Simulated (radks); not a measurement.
Values are calculated unless marked as measured or tabulated.
Species: Au2+. Configuration: [Kr] 4d10 4f14 5s2 5p5 5d9 6p1 (not the ground configuration). Code: a radial shooting solver on a logarithmic mesh with Libxc functionals. Model: scalar-relativistic Kohn-Sham, Wu-Cohen GGA, spin-polarised, spherical densities, finite nucleus; open shells are filled with parallel spins first (spin-orbit coupling, left out, can overturn this in heavy ions); Fermi nuclear charge, rms radius 5.4371 fm.

Local quantities along the radius. ELF = 1/(1 + alpha^2) is the electron localisation function; alpha = (tau - tau_W)/tau_unif compares the Pauli kinetic energy density with that of the uniform gas (summed over spins); -r V(r) is the screened charge that the Kohn-Sham potential of spin up presents (atomic units); r v_xc is r times the local exchange-correlation potential of spin up (hartree bohr). tau is taken from the large components.

r (bohr),ELF,alpha,-r V(r),r v_xc
0.001587,0.999,0.02644,78.23,-0.1703
0.002151,0.999,0.03076,77.94,-0.2041
0.002915,0.999,0.03789,77.54,-0.2456
0.003951,0.997,0.05017,77.01,-0.2945
0.005355,0.995,0.07290,76.31,-0.3492
0.007315,0.986,0.1207,75.36,-0.4073
0.009914,0.951,0.2269,74.16,-0.4596
0.01344,0.811,0.4831,72.61,-0.5017
0.01821,0.493,1.014,70.65,-0.5343
0.02468,0.332,1.417,68.18,-0.5716
0.03345,0.498,1.004,65.16,-0.6786
0.04533,0.721,0.6214,61.49,-0.8236
0.06143,0.678,0.6890,57.09,-0.8971
0.08326,0.386,1.262,51.97,-0.9062
0.1128,0.462,1.078,46.23,-1.029
0.1529,0.713,0.6339,39.99,-1.218
0.2073,0.485,1.031,33.39,-1.171
0.2809,0.329,1.428,26.71,-1.168
0.3807,0.695,0.6627,20.36,-1.452
0.5159,0.610,0.7997,14.82,-1.396
0.6992,0.314,1.478,10.55,-1.199
0.9553,0.542,0.9184,7.385,-1.258
1.295,0.602,0.8125,5.167,-1.217
1.755,0.359,1.336,3.811,-1.035
2.378,0.170,2.210,3.103,-0.8406
3.223,0.158,2.311,2.747,-0.6795
4.368,0.127,2.624,2.427,-0.4165
5.919,0.020,7.037,2.367,-0.3662
8.022,0.000,56.70,2.139,-0.1385

On this mesh the ELF has minima near r = 0.025, 0.097, 0.24, 0.70 bohr, which separate the shells, and maxima near 0.053 (0.74), 0.15 (0.71), 0.44 (0.71), 1.1 (0.63), 3.8 (0.16).

Self-consistent cycle (total energy in hartree, residual of the potential): 1: -18981.89651, 2e+01; 2: -18999.33351, 7e+00; 3: -19002.78579, 9e-01; 4: -19002.65992, 9e-01; 5: -19002.73108, 4e-02; 6: -19002.73703, 3e-02; 7: -19002.73718, 9e-03; 8: -19002.73722, 2e-03; 9: -19002.73723, 6e-05; 10: -19002.73723, 3e-05; 11: -19002.73723, 6e-07; 12: -19002.73723, 1e-06; 13: -19002.73723, 6e-08; 14: -19002.73723, 3e-08; 15: -19002.73723, 1e-08.
